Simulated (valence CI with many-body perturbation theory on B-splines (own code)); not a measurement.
E1 transitions of Yb⁶⁴⁺

Level of theory: relativistic CI+MBPT: four valence electrons over a frozen Dirac-Fock core [He], radial functions for each j: 11 s, 11 p, 10 d, 8 f, 5 g, 2 h, with the one-electron correlation potential Σ1, the two-electron term Σ2, the three-electron term Σ3, Breit, model QED; selected CI, second order for the rest, scaled by the run's own slope (own B-spline code, finite nucleus).

No measured spectrum was set against this ion. As an estimate, large intervals hold to a few tenths of a per cent, small ones and those within an open d or f shell to about a per cent. Among the levels kept, up to 1100 cm⁻¹ of a level comes from second order outside the variational space, and about a tenth of that is noise between levels of different J, which matters for small intervals.

Lines 101 to 150 of 533 in falling wavelength, among levels below 916.80 Ry, chosen from the strongest by gf and those to the six lowest levels. Wavelengths and rates use the calculated energies. Electric multipoles are in the length gauge, E1 and E2 with the static RPA response of the core. Weak lines are less certain than strong ones. Lines between different terms over intervals too small for the method are left out, as are lines whose strength nearly cancels. The highest levels of a list are the least certain.

Levels are named by their leading jj configuration (3d3/2^4 stands for four electrons in 3d with j = 3/2), which in mixed levels can hold well under half, so a name can repeat and another be missing. Letters in brackets count levels of one name in rising energy.

| λ vac (Å) | Upper | Lower | A (s⁻¹) | log gf | Branch % |
| --- | --- | --- | --- | --- | --- |
| 30.03 | (2p1/2^2 2p3/2 3p3/2) J=3 | (2p1/2^2 2p3/2 3s) J=2 | 6.56e+11 | -0.21 | 0.2 |
| 29.95 | (2s 2p1/2 2p3/2 3d3/2) J=3 [b] | (2s 2p1/2 2p3/2 3p1/2) J=3 | 2.75e+11 | -0.59 | 0.0 |
| 29.93 | (2s 2p3/2^2 3p3/2) J=2 [b] | (2s 2p3/2^2 3s) J=1 [a] | 5.91e+11 | -0.40 | 1.1 |
| 29.90 | (2s 2p1/2 2p3/2 3p3/2) J=4 | (2s 2p1/2 2p3/2 3s) J=3 | 7.53e+11 | -0.04 | 28.3 |
| 29.89 | (2s 2p1/2 2p3/2 3p3/2) J=3 [b] | (2s 2p1/2 2p3/2 3s) J=2 [b] | 3.12e+11 | -0.53 | 0.1 |
| 29.86 | (2s 2p3/2^2 3p3/2) J=3 [a] | (2s 2p3/2^2 3s) J=3 | 4.90e+11 | -0.34 | 0.3 |
| 29.85 | (2s 2p3/2^2 3p3/2) J=2 [c] | (2s 2p3/2^2 3s) J=2 [b] | 2.21e+11 | -0.83 | 0.7 |
| 29.78 | (2p1/2 2p3/2^2 3p3/2) J=2 [c] | (2p1/2 2p3/2^2 3s) J=1 [b] | 6.32e+11 | -0.38 | 0.2 |
| 29.67 | (2s 2p3/2^2 3d5/2) J=2 [a] | (2s 2p3/2^2 3p1/2) J=1 [b] | 1.91e+11 | -0.90 | 0.0 |
| 29.58 | (2s 2p3/2^2 3p3/2) J=2 [c] | (2s 2p3/2^2 3s) J=1 [b] | 3.20e+11 | -0.68 | 1.0 |
| 29.52 | (2s 2p1/2 2p3/2 3p3/2) J=1 [b] | (2s 2p1/2 2p3/2 3s) J=2 [b] | 7.83e+11 | -0.51 | 0.2 |
| 29.49 | (2p1/2 2p3/2^2 3d3/2) J=3 [b] | (2p1/2 2p3/2^2 3p1/2) J=3 | 2.61e+11 | -0.62 | 0.0 |
| 29.38 | (2s 2p1/2 2p3/2 3p3/2) J=2 [d] | (2s 2p1/2 2p3/2 3s) J=2 [c] | 3.62e+11 | -0.63 | 0.2 |
| 29.37 | (2s^2 2p1/2 3p3/2) J=2 | (2s^2 2p1/2 3s) J=1 | 8.71e+11 | -0.25 | 22.6 |
| 29.27 | (2s^2 2p1/2 3p3/2) J=1 | (2s^2 2p1/2 3s) J=1 | 3.24e+11 | -0.90 | 7.9 |
| 29.11 | (2s 2p3/2^2 3p3/2) J=2 [c] | (2s 2p3/2^2 3s) J=1 [a] | 2.61e+11 | -0.78 | 0.8 |
| 29.09 | (2s 2p1/2 2p3/2 3p3/2) J=1 [c] | (2s 2p1/2 2p3/2 3s) J=1 [c] | 3.98e+11 | -0.82 | 0.2 |
| 29.03 | (2s^2 2p1/2 3p3/2) J=1 | (2s^2 2p1/2 3s) J=0 | 6.24e+11 | -0.63 | 15.3 |
| 29.01 | (2p1/2 2p3/2^2 3p3/2) J=1 [b] | (2p1/2 2p3/2^2 3s) J=2 [b] | 3.76e+11 | -0.85 | 0.1 |
| 28.92 | (2s 2p1/2^2 3p3/2) J=2 | (2s 2p1/2^2 3s) J=1 | 8.37e+11 | -0.28 | 3.2 |
| 28.87 | (2s 2p1/2 2p3/2 3p3/2) J=2 [b] | (2s 2p1/2 2p3/2 3s) J=3 | 2.47e+11 | -0.81 | 0.1 |
| 28.79 | (2s 2p1/2 2p3/2 3p3/2) J=2 [d] | (2s 2p1/2 2p3/2 3s) J=1 [b] | 5.20e+11 | -0.49 | 0.3 |
| 28.78 | (2s 2p3/2^2 3p3/2) J=2 [a] | (2s 2p3/2^2 3s) J=2 [a] | 7.19e+11 | -0.35 | 0.2 |
| 28.69 | (2s^2 2p3/2 3p3/2) J=2 | (2s^2 2p3/2 3s) J=1 | 5.11e+11 | -0.50 | 4.8 |
| 28.65 | (2p1/2^2 2p3/2 3p3/2) J=2 | (2p1/2^2 2p3/2 3s) J=1 | 3.78e+11 | -0.63 | 0.1 |
| 28.64 | (2s 2p1/2 2p3/2 3p3/2) J=1 [c] | (2s 2p1/2 2p3/2 3s) J=0 | 4.73e+11 | -0.76 | 0.2 |
| 28.32 | (2s 2p1/2 2p3/2 3p3/2) J=1 [d] | (2s 2p1/2 2p3/2 3s) J=1 [b] | 5.70e+11 | -0.69 | 1.9 |
| 28.29 | (2s 2p1/2 2p3/2 3p3/2) J=2 [a] | (2s 2p1/2 2p3/2 3s) J=2 [a] | 4.17e+11 | -0.60 | 0.2 |
| 28.22 | (2s 2p1/2 2p3/2 3p3/2) J=3 [b] | (2s 2p1/2 2p3/2 3s) J=3 | 5.31e+11 | -0.35 | 0.2 |
| 28.16 | (2p1/2 2p3/2^2 3p3/2) J=2 [b] | (2p1/2 2p3/2^2 3s) J=2 [b] | 6.05e+11 | -0.44 | 0.2 |
| 28.15 | (2s^2 2p3/2 3p3/2) J=2 | (2s^2 2p3/2 3s) J=2 | 4.98e+11 | -0.53 | 4.7 |
| 28.14 | (2p1/2^2 2p3/2 3p3/2) J=2 | (2p1/2^2 2p3/2 3s) J=2 | 3.84e+11 | -0.64 | 0.1 |
| 27.60 | (2s 2p3/2^2 3p3/2) J=1 [c] | (2s 2p3/2^2 3s) J=1 [b] | 8.32e+11 | -0.55 | 0.5 |
| 27.59 | (2p1/2 2p3/2^2 3p3/2) J=1 [b] | (2p1/2 2p3/2^2 3s) J=1 [a] | 5.04e+11 | -0.76 | 0.1 |
| 27.13 | (2s 2p3/2^2 3p3/2) J=2 [a] | (2s 2p3/2^2 3s) J=3 | 2.60e+11 | -0.84 | 0.1 |
| 27.10 | (2s^2 2p3/2 3p3/2) J=0 | (2s^2 2p3/2 3s) J=1 | 1.21e+12 | -0.88 | 9.8 |
| 9.353 | (2s 2p3/2^2 3d5/2) J=5 | (2s^2 2p3/2 3d5/2) J=4 | 1.32e+12 | -0.72 | 91.5 |
| 9.343 | (2s 2p3/2^2 3p3/2) J=4 | (2s^2 2p3/2 3p3/2) J=3 | 1.40e+12 | -0.78 | 34.9 |
| 9.339 | (2s 2p3/2^2 3s) J=3 | (2s^2 2p3/2 3s) J=2 | 1.63e+12 | -0.83 | 1.8 |
| 9.314 | (2p1/2 2p3/2^2 3p3/2) J=2 [a] | (2s 2p1/2 2p3/2 3p3/2) J=1 [c] | 2.06e+12 | -0.87 | 0.4 |
| 9.308 | (2s 2p3/2^2 3d3/2) J=4 | (2s^2 2p3/2 3d3/2) J=3 | 1.36e+12 | -0.80 | 0.1 |
| 9.292 | (2s 2p3/2^2 3p1/2) J=3 | (2s^2 2p3/2 3p1/2) J=2 | 1.51e+12 | -0.86 | 0.5 |
| 9.248 | (2s 2p1/2 2p3/2^2) J=2 [a] | (2s^2 2p1/2 2p3/2) J=1 | 1.66e+12 | -0.97 | 97.8 |
| 9.208 | (2p1/2 2p3/2^2 3p3/2) J=3 [a] | (2s 2p1/2 2p3/2 3p3/2) J=2 [c] | 3.80e+12 | -0.47 | 1.1 |
| 9.188 | (2p1/2 2p3/2^2 3s) J=2 [a] | (2s 2p1/2 2p3/2 3s) J=1 [c] | 3.03e+12 | -0.72 | 4.5 |
| 9.169 | (2p1/2 2p3/2^2 3p3/2) J=3 [b] | (2s 2p1/2 2p3/2 3p3/2) J=2 [d] | 2.64e+12 | -0.63 | 0.8 |
| 9.114 | (2p1/2 2p3/2^2 3p1/2) J=2 [a] | (2s 2p1/2 2p3/2 3p1/2) J=1 [b] | 3.59e+12 | -0.65 | 0.5 |
| 9.078 | (2s 2p1/2 2p3/2^2) J=3 | (2s^2 2p1/2 2p3/2) J=2 | 1.59e+12 | -0.86 | 99.0 |
| 9.073 | (2p1/2 2p3/2^2 3d3/2) J=3 [b] | (2s 2p1/2 2p3/2 3d3/2) J=2 [d] | 3.37e+12 | -0.54 | 0.3 |
| 9.067 | (2p1/2 2p3/2^2 3s) J=3 | (2s 2p1/2 2p3/2 3s) J=2 [c] | 4.04e+12 | -0.46 | 4.7 |

How does gf follow from A for the line at 9.078 Å?

gf = 1.4992 × (2J+1)_upper × A / σ², with σ = 11015629 cm⁻¹ and 2J+1 = 7: gf = 0.138.
